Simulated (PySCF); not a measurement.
Species: C4H8AlN.
Atom-mapped SMILES: `[C:1]1#[N+:2][AlH2-:3][CH2:4][CH2:5][CH2:6]1` (hydrogens: H7, H8 on Al3; H9, H10 on C4; H11, H12 on C5; H13, H14 on C6)

Method: PySCF 2.14.0, PBE0-D3(BJ)/def2-SVP geometry optimisation, gas phase.

Problem. List the bond lengths, angles and torsions at this level.

Solution. 
```tsv
bond	length (Å)	order
C1≡N2	1.161	triple
N2–Al3	2.230	single
Al3–C4	2.019	single
C4–C5	1.528	single
C5–C6	1.550	single
C1–C6	1.448	single
Al3–H7, Al3–H8	1.597	single
C4–H9, C4–H10	1.106	single
C5–H11, C5–H12	1.103	single
C6–H13, C6–H14	1.101	single
```

Bonds in one row agree within 0.01 Å and their mean is given. Orders are formal, as drawn. A selection of angles:
```tsv
angle	degrees
N2–C1–C6	166.8
C1–N2–Al3	98.0
N2–Al3–C4	95.9
N2–Al3–H7	101.3
N2–Al3–H8	98.5
C4–Al3–H7	116.7
C4–Al3–H8	115.8
H7–Al3–H8	120.9
Al3–C4–C5	116.4
Al3–C4–H9	109.8
Al3–C4–H10	106.7
C5–C4–H9	109.6
H9–C4–H10	105.2
C4–C5–C6	112.3
C4–C5–H11	113.2
C4–C5–H12	110.4
C6–C5–H11	106.3
C6–C5–H12	107.8
H11–C5–H12	106.5
C5–C6–H13	112.9
C5–C6–H14	111.4
C1–C6–C5	105.8
C1–C6–H13	110.6
C1–C6–H14	108.0
H13–C6–H14	108.1
```

Dihedral angles: C1–N2–Al3–C4 -7° (synperiplanar); N2–Al3–C4–C5 37° (synclinal); Al3–C4–C5–C6 -60° (synclinal); C4–C5–C6–C1 45° (synclinal). The mirror-image conformer, all signs reversed, is as good.

N2 (nitrogen bonded to Al and C) is bent (angle 98.0°). The 6-membered ring C1–N2–Al3–C4–C5–C6 has internal angles of 95.9° to 166.8° (sum 695°, against 720° for a flat polygon); it is puckered, 0.20 Å rms from its mean plane, widest ring torsion 60°. The C–C distances run from 1.448 Å (C1–C6, drawn single) to 1.550 Å (C5–C6, drawn single), a spread of 0.102 Å. Al3 (aluminium bonded to C, N and 2 H) has angles from 95.9° to 120.9°. C1 (triply bonded carbon) is bent (angle 166.8°).

Point group: C1 (no symmetry element, even within 0.4 Å). Not checked by PBE0-D3(BJ)/def2-SVP frequencies. The numbers are those of one conformer.

On Arm Neoverse V2, one thread, shared host, this took 60 s and 0.52 GiB of memory at its peak. This is the geometry optimisation.
